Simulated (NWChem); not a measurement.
System: SbClF2; SMILES [Sb]([F])([Cl])[F]

The following NWChem deck was run.

```
start job
memory heap 200 mb stack 900 mb global 1100 mb
geometry units angstroms
  Sb    -0.159673     0.085868     0.457957
  F     -1.567701    -0.724349    -0.682491
  F     -0.256562     1.708179    -0.681515
  Cl     1.525965    -0.822107    -0.841874
end
basis spherical
  * library def2-svp
end
ecp
  Sb library def2-ecp
end
dft
  xc pbe0
  iterations 150
end
driver
  maxiter 120
end
task dft optimize
dft
  grid fine
  convergence energy 1d-8 density 1d-7
end
task dft freq numerical
```

def2 effective core potentials on Sb; no spin-orbit coupling.

The level has its own optimisation; frequencies are unscaled.

Question: Predict the main results of this run. (PBE0/def2-SVP with def2 effective core potentials on Sb.) Quantities: r F–Sb (Å); r Cl–Sb (Å); highest harmonic frequency (cm⁻¹); lowest (cm⁻¹); zero-point energy (kcal/mol).

Answer: 
| Item | Result |
|---|---|
| r F–Sb (Å) | 1.922 |
| r Cl–Sb (Å) | 2.353 |
| highest harmonic frequency (cm⁻¹) | 657 |
| lowest (cm⁻¹) | 151 |
| zero-point energy (kcal/mol) | 3.2 |
